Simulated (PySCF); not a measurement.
C₄H₃FO₂, SMILES O=C1C=C(F)OC1.

Geometry: PBE0-D3(BJ)/def2-SVP. One conformer was computed; it need not be the lowest.

Two levels are set side by side: PBE/def2-TZVP (PySCF) and B3LYP/def2-TZVP (PySCF). Same geometry, gas phase. Differences are taken from unrounded values.

| quantity | B3LYP |
|---|---|
| orbital gap (eV) | 5.88 |
| highest occupied level (eV) | -7.27 |
| lowest empty level (eV) | -1.39 |
| dipole moment (D) | 2.15 |
| mean polarisability (bohr³) | 50.8 |

**Question.** What does PBE give, and how far is it from B3LYP? (The exact figures need the calculation; the answer reports its results.)

**Answer.** 
```
quantity                       PBE  PBE minus B3LYP
---------------------------  -----  ---------------
orbital gap (eV)              3.78            -2.10
highest occupied level (eV)  -5.85             1.42
lowest empty level (eV)      -2.08            -0.69
dipole moment (D)             2.20             0.05
mean polarisability (bohr³)   52.1              1.4
```

PBE's occupied levels lie high since its potential decays too fast outside the molecule; exact exchange lowers them and widens the gap. Differences between two approximate levels are no errors against the true value.

Rough cost on one machine, each run with all the roots and properties that it gave: B3LYP against PBE within a factor of 2.
